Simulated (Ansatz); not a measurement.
`C[O][GeH2][I]` + H₂ → `C[O][GeH3]` + HI  (hydrogenolysis of a Ge–I bond)

Isolated molecules relaxed with PBE0-D4/def2-TZVP in Ansatz; ΔE leaves out vibrations. CCSD(T)/CBS is the MP2 limit (def2-TZVPP, def2-QZVPP) plus CCSD(T) − MP2 in def2-TZVPP, frozen cores. This one scheme is used for every species. def2 core potentials past Kr. For Ge, I outer-core shells are correlated without core-valence functions, which leaves a few kJ/mol of doubt a bond. Scalar relativity is left out up to krypton. One conformer a species, not always the lowest.

```tsv
species	CCSD(T)/CBS(def2) energy (Eh)
`C[O][GeH2][I]`	-2489.82326
H₂	-1.17544
`C[O][GeH3]`	-2192.93708
HI	-298.03592
```

Problem. Work out ΔE.

Solution. ΔE = (-2192.93708) + (-298.03592) − (-2489.82326) − (-1.17544) = 0.02570 Eh = +67.5 kJ/mol.

Problem. What do rigid-rotor, harmonic-oscillator terms from PBE0-D4/def2-TZVP frequencies (298.15 K, 1 bar) make of the CCSD(T)/CBS value? (Best estimate.)

Solution. Ansatz gave: ΔZPE = +5.6 kJ/mol, ΔH = +69.3 kJ/mol, ΔS = 13 J/(mol·K), ΔG = +65.4 kJ/mol. Modes under 50 cm⁻¹ make the entropy rough.

Largest T1 diagnostic among the species: 0.011.

In def2-TZVPP, CCSD(T) changes the Hartree–Fock value by +7.9 kJ/mol (the triples alone add +4.1 kJ/mol) and MP2 by +21.0 kJ/mol. At CCSD(T), def2-SVP lies −19.3 kJ/mol from the extrapolated value and def2-TZVPP −8.3 kJ/mol.
